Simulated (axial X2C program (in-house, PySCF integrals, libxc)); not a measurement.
# What spin–orbit coupling does to AsP⁺

All values were computed with an in-house relativistic program for diatomic molecules. Spin-free means the one-electron spin-free X2C Hamiltonian; two-component (2c) means X2C with spin–orbit coupling and atomic mean-field two-electron Coulomb and Gaunt terms, so the difference of the two also holds small scalar two-electron terms. Basis: As dyall-cv3z [9s9p6d4f1g], P dyall-v3z [8s7p2d1f] (cores contracted in-house); Gaussian nuclei, density fitting, unrestricted open shells. Masses: As 74.922 u, P 30.974 u.

Spin-free state: M_S = 1/2, Λ = 1 (beyond evenly filled blocks: π+α, π+β, π-α); fragments As+ + P.

| level | Re (Å) | ωe (cm⁻¹) | De (eV) | μ (D) |
| --- | --- | --- | --- | --- |
| LDA | 2.091 | 533.6 | 5.405 | 1.38 |

Dipoles are positive if P is the positive end and refer to the centre of mass.

Task: Within this multiplet, which Ω should lie lowest by the rule for regular and inverted multiplets?

Result: The open π shell holds three electrons, one hole, so the multiplet is inverted: Ω = Λ + 1/2 = 3/2. The PBE0 2c search agrees.

Two-component determinant lowest at the distance of the search:

Ω = 3/2 (⟨Sz⟩ = 0.50, ⟨Lz⟩ = 1.00 at LDA); fragments As+ + P.

```csv
level,Re (Å),ωe (cm⁻¹),μ (D)
LDA,2.092,532.5,1.39
```

Task: From the two tables, how do the constants change at the LDA level (2c against spin-free)?

Result: At the LDA level Re increases by 0.001 Å and ωe falls by 1.1 cm⁻¹.

The state is a single determinant with fixed occupations, the lowest that a limited PBE0 search found. De is counted from the lowest determinant-based energies of the atoms at the same level, without counterpoise correction. De is not given where an atomic determinant may have missed its ground term or J level, or where the truncated virtual space spoils (T). Density functionals use the spin component along the axis (collinear). The functionals have no current-density term, which raises determinants with orbital currents, atoms included. At some level and bond length an empty orbital lies below a filled one.
